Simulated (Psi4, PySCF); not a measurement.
Here is a job for PySCF.
```python
from pyscf import gto, scf, mp

mol = gto.M(
    atom='''
C    -0.081984    0.828586   -0.006812
N     0.046891   -0.731902    0.006198
H    -0.498121   -1.028548    0.823905
H    -0.509639   -1.043023   -0.798264
H     0.592027    1.119620    0.875268
H     0.579398    1.103748   -0.903426
''',
    basis='6-31g*',
    charge=-1,
    spin=0,
    verbose=4,
)

mf = scf.RHF(mol)
mf.kernel()

pt = mp.MP2(mf, frozen=2)
pt.kernel()
print('E(MP2) = %.10f' % pt.e_tot)
```

**Question.** Convert this to an input for Psi4.

**Answer.** Several could match; the one computed here: 
```
memory 2 GB

molecule mol {
-1 1
C    -0.081984    0.828586   -0.006812
N     0.046891   -0.731902    0.006198
H    -0.498121   -1.028548    0.823905
H    -0.509639   -1.043023   -0.798264
H     0.592027    1.119620    0.875268
H     0.579398    1.103748   -0.903426
}

set {
  basis 6-31g*
  reference rhf
  freeze_core true
  mp2_type conv
  scf_type pk
  puream true
  d_convergence 1e-8
}

energy('mp2')
print_variables()
```

Both were run: PySCF gave -94.774516 Eh and Psi4 -94.774516 Eh, 0.000 mEh apart.
